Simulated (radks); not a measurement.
The rhenium ion Re+, configuration [Xe] 4f13 5d5 6s1 6p1 (not the ground configuration). All-electron calculation, scalar-relativistic Kohn-Sham, PBE, spin-unpolarised, spherical densities, point nucleus. Program: a radial shooting solver on a logarithmic mesh with Libxc functionals.

Unscreened Slater integrals over Kohn-Sham orbitals (hartree).

integral,value
"F0(6p,6p)",0.25539
"F2(6p,6p)",0.13822
"F0(6p,6s)",0.28496
"G1(6p,6s)",0.17273
"F0(6p,5d)",0.31323
"F2(6p,5d)",0.10300
"G1(6p,5d)",0.051128
"G3(6p,5d)",0.040163
"F0(6p,5p)",0.32515
"F2(6p,5p)",0.070862
"G0(6p,5p)",0.012431
"G2(6p,5p)",0.016702
"F0(6s,6s)",0.33319
"F0(6s,5d)",0.38945
"G2(6s,5d)",0.099789
"F0(6s,5p)",0.41284
"G1(6s,5p)",0.031797
"F0(5d,5d)",0.53660
"F2(5d,5d)",0.27673
"F4(5d,5d)",0.18234
"F0(5d,5p)",0.61988
"F2(5d,5p)",0.30154
"G1(5d,5p)",0.35814
"G3(5d,5p)",0.22115
"F0(5p,5p)",0.76437
"F2(5p,5p)",0.41235

Derived for the open shells (J is the average intra-shell exchange parameter used in DFT+U). 5d: Racah B = F2/49 - 5 F4/441 = 0.003580 hartree, C = 35 F4/441 = 0.01447 hartree, C/B = 4.04, F4/F2 = 0.659, J = (F2 + F4)/14 = 0.03279 hartree. 6p: J = F2/5 = 0.02764 hartree.
